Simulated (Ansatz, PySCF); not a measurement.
Stretching the B1–H3 bond in iminoborane (SMILES B=N) (multiplicity 1 held, fragments rigid). Energies count from the point at 1.167 Å.
Geometry at that point (charge 0, multiplicity 1):
| atom | x (Å) | y (Å) | z (Å) |
|---|---|---|---|
| B | 0.0000 | 0.0000 | -0.6921 |
| N | 0.0000 | 0.0000 | 0.5409 |
| H | 0.0000 | 0.0000 | -1.8589 |
| H | 0.0000 | 0.0000 | 1.5328 |

U- levels take the lowest unrestricted solution at each point, which mixes spins at long bonds. Active spaces are followed from a long bond inwards. Levels need not reach the same state.

Cores are frozen in the correlated methods. Rows in 3-21G carry no dispersion term and start afresh at each structure.

Codes used: Ansatz (an electronic-structure program); PySCF for 3-21G rows. Each number belongs to the level named beside it.

Question: What is the computed energy at R = 3.734 Å (R-HF/3-21G)?

Answer: 8.88 eV

Question: Predict the energy at R = 3.734 Å from FIC-MRCISD+Q on CASSCF(2,2)/cc-pVTZ.

Answer: 4.98 eV

Question: Predict the energy at R = 3.734 Å from U-HF/cc-pVTZ.

Answer: 3.99 eV

Doubts at one or more of the structures used: a restricted determinant that unrestricted orbitals would lower (R-HF/3-21G); a spin-contaminated determinant (U-HF/cc-pVTZ).
